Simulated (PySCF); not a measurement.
CH7BO2Si, SMILES OB(C[SiH3])O. Geometry: B3LYP-D3(BJ)/def2-SVP. The structure was generated by enumeration, and PubChem lists no compound with its InChIKey, so it may never have been made. One conformer was computed; it need not be the lowest.

Computed equilibrium geometry at B3LYP-D3(BJ)/def2-SVP (PySCF confirms it by a frequency run) as Cartesian coordinates in Å (one conformer of several):
```xyz
12

Si     1.6868     0.6902    -0.0053
C     -0.0585     0.6415    -0.7292
B     -0.9817    -0.4116     0.0204
O     -0.6740    -1.7411     0.0507
O     -2.1109    -0.0649     0.7023
H      2.5445     1.7008    -0.6915
H      1.6428     1.0075     1.4517
H      2.3285    -0.6507    -0.1709
H      0.0468     0.3560    -1.7919
H     -0.4766     1.6624    -0.7157
H      0.1402    -1.9595    -0.4155
H     -2.3032     0.8772     0.6574
```
